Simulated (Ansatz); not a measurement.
Nudged elastic band run: BBrCl2H2O

Input file:

```yaml
crystal:
  periodic: [false, false, false]
  atoms:
    - { symbol: B, position_ang: [0.219701, -0.585062, 0.057811] }
    - { symbol: Br, position_ang: [2.092961, 0.161392, -0.069272] }
    - { symbol: Cl, position_ang: [-0.142927, -1.927845, -1.07309] }
    - { symbol: Cl, position_ang: [-0.375222, -0.802084, 1.776301] }
    - { symbol: H, position_ang: [0.035939, 1.417334, -0.59506] }
    - { symbol: O, position_ang: [-0.671376, 0.737608, -0.45677] }
    - { symbol: H, position_ang: [-1.15918, 0.998658, 0.360082] }
basis:
  gaussian: { orbitals: def2-SVP }
hamiltonian:
  xc: pbe
  dispersion: d4
neb:
  order_check: false
  images: 5
  f_tol: 0.05
  max_iterations: 60
  final_atoms:
    - { symbol: B, position_ang: [-0.6662019, -0.86757416, 0.37948455] }
    - { symbol: Br, position_ang: [2.37560772, 1.64703184, -1.50998216] }
    - { symbol: Cl, position_ang: [0.17414751, -2.0687552, -0.58151399] }
    - { symbol: Cl, position_ang: [-1.9085798, -1.3379106, 1.55011943] }
    - { symbol: H, position_ang: [1.20675422, 1.13951518, -0.82389655] }
    - { symbol: O, position_ang: [-0.33744748, 0.44238095, 0.20425519] }
    - { symbol: H, position_ang: [-0.84438426, 1.04531298, 0.78153552] }
  initial_path:
    images:
      - { positions_ang: [[0.219701, -0.585062, 0.057811], [2.092961, 0.161392, -0.069272], [-0.142927, -1.927845, -1.07309], [-0.375222, -0.802084, 1.776301], [0.035939, 1.417334, -0.59506], [-0.671376, 0.737608, -0.45677], [-1.15918, 0.998658, 0.360082]] }
      - { positions_ang: [[0.1533072, -0.63387706, 0.08153264], [2.0887987, 0.25333296, -0.09268549], [-0.14472751, -1.93722489, -1.06873519], [-0.36004151, -0.85466762, 1.78541381], [0.14202888, 1.38275979, -0.59859223], [-0.70079881, 0.73565323, -0.44708376], [-1.17867095, 1.05402458, 0.34015222]] }
      - { positions_ang: [[0.0869134, -0.68269212, 0.10525427], [2.0846364, 0.34527393, -0.11609898], [-0.14652802, -1.94660477, -1.06438039], [-0.34486101, -0.90725125, 1.79452663], [0.24811876, 1.34818559, -0.60212447], [-0.73022162, 0.73369847, -0.43739751], [-1.19816191, 1.10939116, 0.32022245]] }
      - { positions_ang: [[0.02051959, -0.73150718, 0.12897591], [2.08047411, 0.43721489, -0.13951246], [-0.14832852, -1.95598466, -1.06002558], [-0.32968052, -0.95983487, 1.80363944], [0.35420863, 1.31361138, -0.6056567], [-0.75964443, 0.7317437, -0.42771127], [-1.21765286, 1.16475774, 0.30029267]] }
      - { positions_ang: [[-0.20838757, -0.77686284, 0.21247879], [2.17885198, 0.84048721, -0.5963357], [-0.04083651, -1.99357484, -0.90052172], [-0.85598028, -1.08586011, 1.71913277], [0.6383905, 1.25557931, -0.67840332], [-0.61891212, 0.63528945, -0.21705578], [-1.09322999, 1.12494282, 0.46070695]] }
      - { positions_ang: [[-0.43729474, -0.8222185, 0.29598167], [2.27722985, 1.24375953, -1.05315893], [0.0666555, -2.03116502, -0.74101786], [-1.38228004, -1.21188536, 1.6346261], [0.92257236, 1.19754725, -0.75114993], [-0.4781798, 0.5388352, -0.00640029], [-0.96880712, 1.0851279, 0.62112124]] }
      - { positions_ang: [[-0.6662019, -0.86757416, 0.37948455], [2.37560772, 1.64703184, -1.50998216], [0.17414751, -2.0687552, -0.58151399], [-1.9085798, -1.3379106, 1.55011943], [1.20675422, 1.13951518, -0.82389655], [-0.33744748, 0.44238095, 0.20425519], [-0.84438426, 1.04531298, 0.78153552]] }
```

Command:

```bash
$ ansatz run input.yaml --threads 2 --pin off --max-ram 3072MiB --backend cpu --events-out ev --progress --plain --runs-dir out
```

Output, in part (warnings, iteration lines, the closing report on the highest movable image, with atoms numbered from 0):

```
NEB end point (image 0): max|allowed force component| = 2.829e-2 eV/Å (the criterion of neb.relax_end_points is 1.000e-2)
NEB end point (image 6): max|allowed force component| = 2.560e-2 eV/Å (the criterion of neb.relax_end_points is 1.000e-2)
NEB iter   1: max|band force component| = 4.547e0 eV/Å  barrier→ = 0.9798 eV  barrier← = 1.3287 eV  Δτ_max = 0.2000 Å  (185 SCF iters)
NEB iter   2: max|band force component| = 3.054e0 eV/Å  barrier→ = 0.8282 eV  barrier← = 1.1771 eV  Δτ_max = 0.2000 Å  (160 SCF iters)
NEB iter   3: max|band force component| = 1.903e0 eV/Å  barrier→ = 0.7657 eV  barrier← = 1.1145 eV  Δτ_max = 0.2000 Å  (157 SCF iters)
NEB iter   4: max|band force component| = 1.929e0 eV/Å  barrier→ = 0.6536 eV  barrier← = 1.0025 eV  Δτ_max = 0.2000 Å  (150 SCF iters)
NEB iter   5: max|band force component| = 2.498e0 eV/Å  barrier→ = 0.7676 eV  barrier← = 1.1165 eV  Δτ_max = 0.1004 Å  (153 SCF iters)
NEB iter   6: max|band force component| = 1.857e0 eV/Å  barrier→ = 0.6930 eV  barrier← = 1.0418 eV  Δτ_max = 0.0997 Å  (142 SCF iters)
NEB iter   7: max|band force component| = 1.705e0 eV/Å  barrier→ = 0.4512 eV  barrier← = 0.8001 eV  Δτ_max = 0.0987 Å  (144 SCF iters)
NEB iter   8: max|band force component| = 1.397e0 eV/Å  barrier→ = 0.3469 eV  barrier← = 0.6957 eV  Δτ_max = 0.0991 Å  (141 SCF iters)
NEB iter   9: max|band force component| = 1.062e0 eV/Å  barrier→ = 0.3607 eV  barrier← = 0.7096 eV  Δτ_max = 0.0990 Å  (142 SCF iters)
NEB iter  10: max|band force component| = 1.037e0 eV/Å  barrier→ = 0.3632 eV  barrier← = 0.7121 eV  Δτ_max = 0.1012 Å  (135 SCF iters)
NEB iter  11: max|band force component| = 5.245e-1 eV/Å  barrier→ = 0.3566 eV  barrier← = 0.7055 eV  CI = image 1  Δτ_max = 0.1010 Å  (137 SCF iters)
NEB iter  12: max|band force component| = 4.196e-1 eV/Å  barrier→ = 0.4343 eV  barrier← = 0.7832 eV  CI = image 1  Δτ_max = 0.0498 Å  (138 SCF iters)
NEB iter  13: max|band force component| = 6.600e-1 eV/Å  barrier→ = 0.4538 eV  barrier← = 0.8027 eV  CI = image 1  Δτ_max = 0.0249 Å  (139 SCF iters)
NEB iter  14: max|band force component| = 2.915e-1 eV/Å  barrier→ = 0.4608 eV  barrier← = 0.8097 eV  CI = image 1  Δτ_max = 0.0439 Å  (139 SCF iters)
NEB iter  15: max|band force component| = 1.589e-1 eV/Å  barrier→ = 0.4621 eV  barrier← = 0.8110 eV  CI = image 1  Δτ_max = 0.0179 Å  (139 SCF iters)
NEB iter  16: max|band force component| = 1.337e-1 eV/Å  barrier→ = 0.4598 eV  barrier← = 0.8087 eV  CI = image 1  Δτ_max = 0.0203 Å  (126 SCF iters)
NEB iter  17: max|band force component| = 6.090e-2 eV/Å  barrier→ = 0.4601 eV  barrier← = 0.8090 eV  CI = image 1  Δτ_max = 0.0295 Å  (127 SCF iters)
NEB iter  18: max|band force component| = 3.828e-2 eV/Å  barrier→ = 0.4595 eV  barrier← = 0.8084 eV  CI = image 1  Δτ_max = 0.0000 Å  (277 SCF iters)
Total energy: -97808.44035728 eV, -3594.3938861881 hartree
Atom 0 at    -0.120372    -0.605505     0.077680 Å, force     0.049678     0.029324     0.004863 eV/Å
Atom 1 at     2.016492     0.543351    -0.185866 Å, force     0.025923     0.006968    -0.025923 eV/Å
Atom 2 at    -0.135099    -1.928223    -1.087465 Å, force    -0.016820    -0.013450    -0.010515 eV/Å
Atom 3 at    -0.367866    -0.919021     1.811337 Å, force    -0.033341     0.003678     0.000819 eV/Å
Atom 4 at     0.456515     1.095152    -0.534700 Å, force    -0.029824    -0.019724     0.025305 eV/Å
Atom 5 at    -0.723138     0.669701    -0.419988 Å, force     0.013694     0.008167     0.025547 eV/Å
Atom 6 at    -1.126637     1.144545     0.339004 Å, force    -0.009310    -0.014962    -0.020096 eV/Å
Dipole moment:    -0.418729     0.405627     0.117468 e Å
```

The run converged. A vibrational analysis at the climbing image gives one clearly imaginary mode, 811i cm⁻¹: a first-order saddle point. The orbitals stay closed-shell, which can raise the energy where a bond breaks towards radicals; this wasn't checked here.

Final band (atoms are numbered from 1 in the order of the input):

| image | path coordinate (Å) | energy (kJ/mol) | B1–Br2 (Å) | H5–O6 (Å) | Br2–H5 (Å) |
| --- | --- | --- | --- | --- | --- |
| 0 | 0.00 | 0.0 | 2.02 | 0.99 | 2.47 |
| 1 | 0.78 | 44.3 | 2.44 | 1.26 | 1.69 |
| 2 | 1.47 | -18.5 | 3.11 | 1.86 | 1.46 |
| 3 | 2.15 | -31.3 | 3.69 | 2.07 | 1.44 |
| 4 | 2.84 | -32.9 | 4.00 | 2.01 | 1.45 |
| 5 | 3.52 | -33.5 | 4.23 | 1.98 | 1.45 |
| 6 | 4.20 | -33.7 | 4.38 | 1.98 | 1.45 |

The run took 2.7 min on 2 threads of Intel(R) Xeon(R) Platinum 8488C (Sapphire Rapids), with other jobs on the host, peak memory 0.16 GiB.
